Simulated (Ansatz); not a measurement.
Cartesian coordinates in Å:
```
I 1.312 0.217 -2.322
Hf 0.000 0.000 0.000
I 1.066 1.682 1.787
I -2.579 0.611 -0.372
I 0.201 -2.510 0.907
```

Charge 0, multiplicity 1. I, Hf takes the def2 core potential.

Question: List the PBE/def2-TZVPP orbital energies in eV (Ansatz 0.2.0). (Best estimate.)

Answer: Computed: Occupied: -180.18, -180.18, -180.18, -180.18, -127.43, -127.43, -127.43, -127.43, -127.37, -127.37, -127.37, -127.37, -127.37, -127.37, -127.37, -127.37, -65.48, -49.57, -49.57, -49.57, -49.57, -49.53, -49.53, -49.53, -49.53, -49.53, -49.53, -49.53, -49.53, -49.48, -49.48, -49.48, -49.48, -49.48, -49.48, -49.48, -49.48, -35.08, -35.08, -35.08, -17.76, -17.49, -17.49, -17.49, -9.13, -8.09, -8.09, -8.09, -7.75, -7.75, -7.49, -7.49, -7.49, -6.82, -6.82, -6.82. Lowest empty: -3.26, -3.26, -2.67, -2.67, -2.67, -0.91, 0.73, 1.09.
